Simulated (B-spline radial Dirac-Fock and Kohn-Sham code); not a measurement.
Model: multi-electron Dirac-Fock with separately optimised hole states, Breit and Lamb-shift corrections added in first order. Program: an atomic code on a B-spline grid. Free neutral atoms up to Cf, the lines Kα1, Kβ1, Lα1, Lβ1, Lβ2, Lγ1, Lℓ and Mα1 where both subshells are closed (so no Lα of most 3d metals and no Mα of most lanthanides); Na, Y were not searched.

Q: Rb Lβ1 is computed at 1754.1 eV. Which of the searched lines of other elements lie within 51 eV and could overlap it in an energy-dispersive spectrum?

A: Si Kα1 at 1740.8 eV (-13); W Mα1 at 1777.9 eV (+24); Zr Lℓ at 1789.9 eV (+36); Ta Mα1 at 1712.2 eV (-42).
